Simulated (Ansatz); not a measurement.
`B[NH][GeH3]` → `BN` + `[GeH2]` at 400 K and 1 bar (germylene loss).

Gas-phase electronic energies from Ansatz, PBE0-D4/def2-TZVP geometries. CBS: MP2 limit from def2 TZ/QZ plus the TZ coupled-cluster correction, frozen cores. This one scheme is used for every species. For Ge outer-core shells are correlated without core-valence functions, which leaves a few kJ/mol of doubt a bond. Scalar relativity is left out up to krypton.

| species | CCSD(T)/CBS energy (Eh) | H − E (kJ/mol) | S (J/(mol·K)) |
| --- | --- | --- | --- |
| `B[NH][GeH3]` | -2159.24687 | 187.7 | 333.1 |
| `BN` | -81.93499 | 142.5 | 243.5 |
| `[GeH2]` | -2077.24753 | 42.4 | 231.0 |

H − E and S are ideal-gas, rigid-rotor, harmonic terms from PBE0-D4/def2-TZVP. 1 Eh = 2625.50 kJ/mol, R = 8.31446 J/(mol·K).

Task: By hand: ΔE, ΔH, ΔS and ΔG.

Result: ΔE = (-81.93499) + (-2077.24753) − (-2159.24687) = 0.06435 Eh = 169.0 kJ/mol. Δ(H − E) = 142.5 + 42.4 − 187.7 = -2.8, so ΔH = 166.2 kJ/mol. ΔS = 243.5 + 231.0 − 333.1 = 141.4 J/(mol·K). ΔG = 166.2 − 400 × (141.4)/1000 = 109.6 kJ/mol.

Task: By hand: the equilibrium constant, and the temperature at which ΔG would vanish if ΔH and ΔS stayed fixed.

Result: log₁₀ K = −ΔG/(RT ln 10) = -14.3. ΔG = 0 at ΔH/ΔS = 1175 K.

The number of gas molecules changes by +1, which sets the sign of ΔS. A doubt of 5 kJ/mol in ΔE shifts log₁₀ K by 0.7 here. These are equilibria of isolated gas molecules and say nothing of rates. Largest T1 diagnostic: 0.013 (customary marks: 0.02 for closed shells, 0.045 for open ones).
